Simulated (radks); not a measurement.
The numbers below are computed, except where a source is named.
Q: Species: Te+. Configuration: [Kr] 4d10 5p5 (not the ground configuration). Level of theory: scalar-relativistic Kohn-Sham, BLYP, spin-polarised, spherical densities, finite nucleus; open shells are filled with parallel spins first (spin-orbit coupling, left out, can overturn this in heavy ions); Fermi nuclear charge, rms radius 4.7423 fm (a radial shooting solver on a logarithmic mesh with Libxc functionals). Some entries of the table are withheld. Estimate them.

| orbital | occ. | eigenvalue (eV) | r(max) (bohr) | <r> (bohr) |
|---|---|---|---|---|
| 1s up | 1 | -31643.50 | 0.01794 | 0.02781 |
| 1s down | 1 | -31643.47 | 0.01794 | 0.02781 |
| 2s up | 1 | -4862.546 | 0.1014 | 0.1199 |
| 2s down | 1 | -4862.531 | 0.1014 | 0.1199 |
| 2p up | 3 | -4366.822 | 0.08122 | 0.1047 |
| 2p down | 3 | -4366.795 | 0.08122 | 0.1047 |
| 3s up | 1 | -976.8057 | 0.2927 | 0.3222 |
| 3s down | 1 | -976.7764 | 0.2927 | 0.3222 |
| 3p up | 3 | -815.6691 | 0.2863 | 0.3203 |
| 3p down | 3 | -815.6359 | 0.2863 | 0.3203 |
| 3d up | 5 | -571.8601 | 0.2378 | 0.2968 |
| 3d down | 5 | -571.8284 | 0.2378 | 0.2968 |
| 4s up | 1 | -175.9210 | 0.7007 | 0.7642 |
| 4s down | 1 | -175.8498 | 0.7008 | 0.7642 |
| 4p up | 3 | (1) | 0.7375 | (2) |
| 4p down | 3 | (3) | 0.7376 | (4) |
| 4d up | 5 | -53.1289 | 0.8099 | 0.9682 |
| 4d down | 5 | -53.0106 | 0.8098 | 0.9663 |
| 5p up | 3 | -15.0065 | 2.064 | 2.413 |
| 5p down | 2 | -14.3744 | 2.062 | 2.431 |

A: 
(1) 4p up eigenvalue (eV): -125.9426
(2) 4p up <r> (bohr): 0.8204
(3) 4p down eigenvalue (eV): -125.8691
(4) 4p down <r> (bohr): 0.8202
